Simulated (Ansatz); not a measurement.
A nudged elastic band was laid between two geometries of F$_{3}$GeH (5 atoms, charge 0, multiplicity 1).

Level of theory: RKS B3LYP-D4/def2-SVP (Ansatz 0.2.0).

```json
{
  "movable images": "5",
  "climbing image": "yes",
  "spring": "5.0 eV/Å²",
  "optimiser": "quadratic models (default)",
  "start path": "through a guess of the saddle point",
  "force threshold": "0.05 eV/Å",
  "iteration limit": "60",
  "end points": "relaxed"
}
```

Image 0:

```xyz
5
Properties=species:S:1:pos:R:3
Ge 0.321 0.000 0.136
F 0.297 0.000 1.856
H 1.734 0.000 -0.422
F -0.579 1.378 -0.363
F -0.579 -1.378 -0.363
```

Image 6:

```xyz
5
Properties=species:S:1:pos:R:3
Ge 0.430 0.579 -0.876
F 1.161 -0.016 1.329
H 0.670 -0.784 1.051
F -1.008 1.343 -0.221
F -0.059 -1.122 -0.438
```

Problem. Which bonds break or form, and what moves?

Solution. Bonds broken: Ge1–F2, Ge1–H3. Bonds formed: F2–H3. F3GeH becomes F2Ge + FH.

Problem. What energy profile does the band end with?

Solution. It converged. The highest image is number 2 of 0 to 6, 55.3 kcal/mol above the first end and 44.8 kcal/mol above the last; the last end lies 10.5 kcal/mol above the first. Neighbouring images differ by up to 1.6 eV, so the band resolves the path poorly. A vibrational analysis at the climbing image gives one clearly imaginary mode, 1301i cm⁻¹: a first-order saddle point. The orbitals stay closed-shell, which can raise the energy where a bond breaks towards radicals; this wasn't checked here.

| image | path coordinate (Å) | energy (kcal/mol) | Ge1–F2 (Å) | Ge1–H3 (Å) | F2–H3 (Å) |
| --- | --- | --- | --- | --- | --- |
| 0 | 0.00 | 0.0 | 1.72 | 1.52 | 2.69 |
| 1 | 0.63 | 17.6 | 1.74 | 1.51 | 2.06 |
| 2 | 1.25 | 55.3 | 1.94 | 1.62 | 1.37 |
| 3 | 1.95 | 21.1 | 2.36 | 2.33 | 0.94 |
| 4 | 2.64 | 17.3 | 2.46 | 2.92 | 0.93 |
| 5 | 3.33 | 14.5 | 2.46 | 2.83 | 0.93 |
| 6 | 4.03 | 10.5 | 2.40 | 2.37 | 0.95 |

Problem. What is the geometry of the highest image?

Solution. 
```xyz
5
Properties=species:S:1:pos:R:3:forces:R:3
Ge 0.257 0.013 -0.310 0.04 -0.01 0.02
F 0.884 -0.030 1.530 -0.01 0.01 -0.02
H 1.699 0.007 0.428 -0.02 0.00 0.00
F -0.836 1.354 -0.372 -0.01 0.00 0.01
F -0.811 -1.344 -0.432 -0.01 0.00 0.00
```

The band took 11 iterations and of the order of 2.2 core-minutes.

The run took 2.2 min on 1 thread of Arm Neoverse V2, on a shared host, peak memory 0.16 GiB.
